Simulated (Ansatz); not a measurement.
Two members of one family (Series (H2AlX)2), computed with Ansatz in the gas phase. Binding counts from free atoms in the multiplicity of their measured ground term, without zero-point energy. The structures are stationary points that may keep the symmetry of their start.

First: (H2Al-mu-NH2)2 (singlet, charge 0, PBE0-D4/def2-SVP geometry).

```
atom    x (Å)    y (Å)    z (Å)
 Al1   0.3870  -1.2282  -0.6053
  H2   1.6491  -1.9987  -0.0050
  H3  -0.4633  -1.7644  -1.8440
  N4   0.8163   0.6773  -0.8556
 Al5  -0.3886   1.2291   0.6035
  H6  -1.6504   2.0009   0.0070
  H7   0.4637   1.7625   1.8414
  N8  -0.8171  -0.6775   0.8543
  H9   0.5687   1.0507  -1.7730
 H10   1.7975   0.9153  -0.7077
 H11  -0.5631  -1.0489   1.7710
 H12  -1.7999  -0.9181   0.7135
```

```tsv
level	HOMO (eV)	LUMO (eV)	gap (eV)	binding per atom (eV)
PBE-D4/def2-SVP	-6.63	-0.72	5.92	3.26
PBE-D4/def2-TZVP	-6.69	-1.01	5.67	3.24
r2SCAN-D4/def2-TZVP	-7.00	-0.52	6.48	3.24
B97M-V/def2-TZVP	-7.10	-0.88	6.22	3.29
B3LYP-D4/6-31G	-7.82	-0.35	7.47	3.12
```

Second: (H2Al-mu-PH2)2 (singlet, charge 0, PBE0-D4/def2-SVP geometry).

```xyz
12

Al   -0.734   -0.453   -1.604
H    -0.275   -1.832   -2.250
H    -1.780    0.562   -2.242
P     1.226    0.775   -0.780
Al    0.737    0.449    1.604
H     0.277    1.828    2.253
H     1.783   -0.567    2.240
P    -1.226   -0.774    0.780
H     2.479    0.282   -1.217
H     1.314    2.125   -1.199
H    -1.324   -2.123    1.201
H    -2.477   -0.273    1.214
```

What does the change do? Estimate second minus first.


| level | Δ HOMO (eV) | Δ LUMO (eV) | Δ gap (eV) | Δ binding per atom (eV) |
| --- | --- | --- | --- | --- |
| PBE-D4/def2-SVP | 0.27 | -1.18 | -1.45 | -0.57 |
| PBE-D4/def2-TZVP | 0.31 | -1.17 | -1.49 | -0.56 |
| r2SCAN-D4/def2-TZVP | 0.37 | -1.53 | -1.89 | -0.53 |
| B97M-V/def2-TZVP | 0.36 | -1.32 | -1.68 | -0.52 |
| B3LYP-D4/6-31G | 0.54 | -0.29 | -0.83 | -0.61 |
